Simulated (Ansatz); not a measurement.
Ansatz (a first-principles code) input for BCl₂, SMILES Cl[B+]Cl, charge +1, PBE-D3(BJ)/def2-TZVP. 

Ansatz 0.2 input:
```yaml
crystal:
  periodic: [false, false, false]
  atoms:
    - {symbol: B, position_ang: [0.00000000, 0.00000000, 0.00000000]}
    - {symbol: Cl, position_ang: [0.00000000, 0.00000000, -1.61347182]}
    - {symbol: Cl, position_ang: [0.00000000, 0.00000000, 1.61347182]}
basis:
  gaussian:
    orbitals: def2-TZVP
hamiltonian:
  xc: pbe
  dispersion: d3bj
total_charge: 1
relax: {f_tol: 0.002, max_steps: 200}
```

Output:

```
WARN ansatz: RAYON_NUM_THREADS=1 ignored (pool sized by the plan → 1); use --threads N
Functional definition: PBE
integrals: 0.03 GiB planned
681 factors; their error is unknown
mean field: 0.23 GiB planned
mean field evaluation 1: about -25700.7400 eV, gradient 3.7e1 eV
mean field evaluation 2: about -25697.6550 eV, gradient 4.9e1 eV
mean field evaluation 4: about -25704.0450 eV, gradient 9.5e-1 eV
mean field evaluation 8: about -25704.0433 eV, gradient 8.0e-3 eV
mean field -25704.04329139 eV, -944.6061681323 hartree, gradient 6.5e-5 eV, S^2 0.000000; 0 other end points of the search recorded, 0 dependent functions left out
the calculation of the forces begins
reference -25704.04331973 eV, -944.6061691736 hartree; 19, 19 occupied and 86, 86 virtual orbitals, 681 factors
relax step   1: F+E_penalty+E_count = -25704.10828795 eV  Δ(F+E_penalty+E_count) = +0.000e0 eV  max|allowed force component| = 2.302e-1 eV/Å  Δτ_max = 0.0000 Å  (23 SCF iters, accepted)
these checks for a lower state are left out or cut short: starts, cluster_reference, orbital_swaps, neighbouring_geometries, increment
integrals: 0.03 GiB planned
681 factors; their error is unknown
mean field: 0.23 GiB planned
mean field evaluation 16: about -25704.0443 eV, gradient 3.8e-2 eV
mean field -25704.04432169 eV, -944.6062059950 hartree, gradient 8.6e-5 eV, S^2 0.000000; 0 other end points of the search recorded, 0 dependent functions left out
the calculation of the forces begins
reference -25704.04435004 eV, -944.6062070371 hartree; 19, 19 occupied and 86, 86 virtual orbitals, 681 factors
relax step   2: F+E_penalty+E_count = -25704.10925591 eV  Δ(F+E_penalty+E_count) = -9.680e-4 eV  max|allowed force component| = 1.177e-1 eV/Å  Δτ_max = 0.0028 Å  (25 SCF iters, accepted)
these checks for a lower state are left out or cut short: starts, cluster_reference, orbital_swaps, neighbouring_geometries, increment
integrals: 0.03 GiB planned
681 factors; their error is unknown
mean field: 0.23 GiB planned
mean field -25704.04473442 eV, -944.6062211627 hartree, gradient 8.6e-5 eV, S^2 0.000000; 0 other end points of the search recorded, 0 dependent functions left out
the calculation of the forces begins
reference -25704.04476280 eV, -944.6062222057 hartree; 19, 19 occupied and 86, 86 virtual orbitals, 681 factors
relax step   3: F+E_penalty+E_count = -25704.10960284 eV  Δ(F+E_penalty+E_count) = -3.469e-4 eV  max|allowed force component| = 1.161e-3 eV/Å  Δτ_max = 0.0029 Å  (26 SCF iters, accepted)
integrals: 0.03 GiB planned
681 factors; their error is unknown
mean field: 0.23 GiB planned
mean field evaluation 32: about -25704.0481 eV, gradient 2.7e-1 eV
mean field -25704.04473442 eV, -944.6062211627 hartree, gradient 8.6e-5 eV, S^2 0.000000; 1 other end points of the search recorded, 0 dependent functions left out
the calculation of the forces begins
reference -25704.04476280 eV, -944.6062222057 hartree; 19, 19 occupied and 86, 86 virtual orbitals, 681 factors
Total energy: -25704.10963122 eV, -944.6086060761 hartree
Atom 0 at    -0.000000     0.000000    -0.000000 Å, force    -0.000000    -0.000000     0.000000 eV/Å
Atom 1 at     0.000000    -0.000000    -1.619183 Å, force     0.000000     0.000000    -0.001161 eV/Å
Atom 2 at     0.000000    -0.000000     1.619183 Å, force     0.000000     0.000000     0.001161 eV/Å
Dipole moment:     0.000000    -0.000000    -0.000000 e Å
```

Self-consistency was reached.
